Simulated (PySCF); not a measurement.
## Osmium: a sound run and one with changed settings

Sound run: Os [Xe] 4f14 5d6 6s2, Os⁺ [Xe] 4f14 5d6 6s1. Computed with PySCF 2.14 in cc-pVDZ-PP with ECP60MDF, with scalar relativity through the core potential. The sound run starts from symmetry-adapted Hartree-Fock orbitals and uses a fine grid where one is needed.

Changed run: 26 angular points. This setting is unsound on purpose.

| species | method | sound run (hartree) | changed run (hartree) | converged |
| --- | --- | --- | --- | --- |
| Os | UHF | -90.06628 | -90.06628 | yes |
| Os | M06-2X | -90.67982 | -90.68189 | no |
| Os | MN15 | -90.64859 | -90.62736 | yes |
| Os⁺ | UHF | -89.82496 | -89.82496 | yes |
| Os⁺ | M06-2X | -90.36256 | -90.36116 | yes |
| Os⁺ | MN15 | -90.33440 | -90.31915 | yes |

Ionisation energy of Os:

```tsv
method	sound run (eV)	changed run (eV)
UHF	6.567	6.567
MN15	8.550	8.387
```

A coarse angular grid integrates products of high-l functions wrongly, so density functionals can shift, and the SCF can exploit the error; Hartree-Fock and MP2 need no grid.

For comparison, NIST gives 8.438 eV between the lowest levels.
